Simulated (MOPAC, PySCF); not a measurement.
C₃H₃N, SMILES `[H]/N=C\C#C`, neutral singlet in the gas phase. 

Cartesian coordinates (Å):
```xyz
7

C      1.7151    -0.0588     0.6201
C      0.5263    -0.1777     0.4857
C     -0.8874    -0.3297     0.3321
N     -1.6630     0.4726    -0.2720
H      2.7679     0.0536     0.7348
H     -1.3217    -1.2241     0.7825
H     -1.1372     1.2641    -0.6461
```
Charge 0, spin multiplicity 1.

All levels are single points at this geometry (PBE0-D3(BJ)/def2-TZVP); Pople sets use spherical d functions. Orbital energies aren't observables, and empty levels follow the basis.

```
level                            HOMO (eV)  LUMO (eV)  gap (eV)  dipole (D)  vertical IE, Delta-SCF (eV)
-------------------------------  ---------  ---------  --------  ----------  ---------------------------
PBE-D3(BJ)/def2-TZVP in PySCF        -6.61      -2.58      4.03        2.19                        10.18
TPSSh-D3(BJ)/def2-TZVP in PySCF      -7.35      -2.01      5.34        2.24                        10.26
B3LYP/3-21G in PySCF                 -7.20      -1.20      6.00        2.26                            –
B3LYP/6-311+G** in PySCF             -7.97      -1.89      6.08        2.41                            –
PBE/6-31G* in PySCF                  -6.22      -2.15      4.06        2.23                         9.96
SVWN5/6-31G* in PySCF                -6.26      -2.36      3.90        2.30                        10.13
HF/STO-3G in PySCF                   -8.84       6.32     15.16        1.97                            –
AM1 in MOPAC                        -11.05       0.34     11.39        2.17                            –
PM6 in MOPAC                        -10.89      -0.08     10.81        2.54                            –
```
